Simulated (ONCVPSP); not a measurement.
**Transferability test, ONCV potential for antimony**

ONCVPSP 4.0.1 input, shortened (lines: element, Z, core and valence counts, functional; n l f; lmax; l rc ep ncon nbas qcut; lloc lpopt rc5 dvloc0; l nproj debl; icmod fcfact rcfact), PW91, fully relativistic:

```
  Sb 51.00    8    3  -109134      upf
    1    0    2.00
    2    0    2.00
    2    1    6.00
    3    0    2.00
    3    1    6.00
    3    2   10.00
    4    0    2.00
    4    1    6.00
    4    2   10.00
    5    0    2.00
    5    1    3.00
    3
    0    2.00    0.00    3    7    3.00
    1    1.70    0.00    3    7    5.50
    2    1.55    0.00    4    8    9.40
    3    2.00    0.07    4    8    5.80
    4    2    1.35    1.00
    0    3    0.70
    1    2    0.80
    2    1    0.70
    3    2    3.50
    3    2.00    1.70
```

Open shells are filled in proportion to 2j + 1.

Energies are relative to the spin-unpolarised reference configuration 4d10 5s2 5p3; without spin polarisation the order of configurations can differ from experiment.

Question: Give the all-electron excitation energy and the error of the potential for: 4d10 5s2 5p2; 4d10 5s2 5p1; 4d10 5s2 5p0; 4d10 5s1 5p0.

Answer:

| valence configuration | charge | ΔE all-electron (eV) | error AE − PS (meV) |
| --- | --- | --- | --- |
| 4d10 5s2 5p2 | +1 | 8.392 | -2.3 |
| 4d10 5s2 5p1 | +2 | 24.460 | -6.3 |
| 4d10 5s2 5p0 | +3 | 48.995 | -11 |
| 4d10 5s1 5p0 | +4 | 93.399 | -24 |

Note: ghosts flagged at negative energy: s at -4445.2 eV, p3/2 at -87.8 eV, p1/2 at -88.7 eV; GHOST(+) flagged for s at 98.4 eV. A true bound ghost makes a file unfit for plane-wave use.
